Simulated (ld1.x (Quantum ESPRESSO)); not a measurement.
**Ag PAW: all-electron and pseudo phase curves**

silver, PAW, made with ld1.x (Quantum ESPRESSO) 7.5 (LDA (PZ), scalar-relativistic). Core [Kr], reference 4d10 5s1 5p0. Waves: 5s (bound): rcut 1.65, rcutus 2.20 bohr; 5s channel at 0.8 Ry: rcut 1.65, rcutus 2.20 bohr; 5p (bound, empty): rcut 2.80, rcutus 3.55 bohr; 5p channel at 0.85 Ry: rcut 2.80, rcutus 3.55 bohr; 4d (bound): rcut 1.80, rcutus 2.20 bohr; 4d channel at -0.1 Ry: rcut 1.80, rcutus 2.20 bohr. Local part: all-electron potential smoothed inside 2.45 bohr (lloc = -1). Core correction: Bessel-smoothed model core, default radius (core density twice the valence density). Augmentation charge: BESSEL, radius 1.70 bohr.

The phase is arctan(r·u′/u) with u = r·R(r), unwrapped; energies in Ry, scanned from -3 to 5 Ry. A pole is an energy at which the radial function vanishes at the test radius. The pseudo phase is shifted by a multiple of π to meet the all-electron one at the reference energy, and phase errors are pseudo minus all-electron; the curves can meet again beyond the range given. Levels narrower than the energy grid can be missing from the lists of poles.

```tsv
channel	radius (bohr)	reference energy (Ry)	poles, all-electron	poles, pseudo	unbroken range about the reference energy with phases within 0.05 rad	phase error 1 Ry above the reference energy (rad)
s	3.83	-0.35	0.05, 3.46	0.05, 3.25, 3.82	below 3.4	+0.000
p	3.83	-0.06	0.72, 4.30	0.72, 3.50	below 2.0	-0.000
d	3.83	-0.56	-0.54, 1.97	-0.54, 1.97	below 3.4	-0.000
```

Phases in the s channel:

```csv
E (Ry),all-electron,pseudo
-3.00,1.409,1.409
-2.52,1.391,1.391
-2.04,1.366,1.366
-1.56,1.323,1.323
-1.08,1.229,1.229
-0.60,0.714,0.714
-0.12,-1.447,-1.447
0.36,-1.693,-1.693
0.84,-1.868,-1.868
1.32,-2.399,-2.401
1.80,-4.123,-4.127
2.28,-4.513,-4.516
2.76,-4.629,-4.635
3.24,-4.691,-4.710
3.72,-4.737,-7.833
4.20,-4.780,-7.900
4.68,-4.836,-7.951
```
